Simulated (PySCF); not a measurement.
Ligands exchanged one at a time, B SiH3-I. All species are isolated molecules in the gas phase. Strings in code marks are SMILES.

The S1–T1 gap (TDA) from two functionals at the same geometries (r2SCAN-D4/def2-TZVP), both in PySCF: PBE-D3(BJ)/def2-TZVP and r2SCAN-D4/def2-TZVP. Excitations are Tamm–Dancoff values on a coarser integration grid. The basis has no diffuse functions, so Rydberg states are missing or too high.

```csv
species,r2SCAN-D4/def2-TZVP (eV)
0 of 3 SiH3 replaced by I (`[SiH3]B([SiH3])[SiH3]`),0.87
1 of 3 SiH3 replaced by I (`[SiH3]B([SiH3])I`),0.56
2 of 3 SiH3 replaced by I (`[SiH3]B(I)I`),0.48
3 of 3 SiH3 replaced by I (`IB(I)I`),0.18
```

Question: What does PBE-D3(BJ)/def2-TZVP give for each?

Answer: 
- 0 of 3 SiH3 replaced by I (`[SiH3]B([SiH3])[SiH3]`): 0.70
- 1 of 3 SiH3 replaced by I (`[SiH3]B([SiH3])I`): 0.43
- 2 of 3 SiH3 replaced by I (`[SiH3]B(I)I`): 0.32
- 3 of 3 SiH3 replaced by I (`IB(I)I`): 0.15
Over these rows, drawn at random from the members with no instability flagged (it was tested for open shells, ions and some series alone), PBE minus r2SCAN-D4: mean -0.13 eV, from -0.18 eV to -0.03 eV.
